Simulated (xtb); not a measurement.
xtb input:

```bash
xtb mol.xyz --gfn 2 --sp --chrg -1 --uhf 0
```
mol.xyz:
```
8

F     -0.15853843     2.26705998     0.49717588
C     -0.10937111     0.92170113     0.19772233
C     -1.28298118     0.17459910    -0.08649802
C     -1.09178183    -1.17286558    -0.37248045
S      0.63494278    -1.41090592    -0.25675591
C      1.06261058     0.22932792     0.15621461
H     -2.26063325     0.64962491    -0.07506511
H      2.05753591     0.60475448     0.33882595
```

### Question
What final total energy does it print?

### Answer
-17.68752 Eh (GFN2-xTB).

It need not be the lowest isomer of its formula. Whether it binds its extra electron was not tested at this geometry.
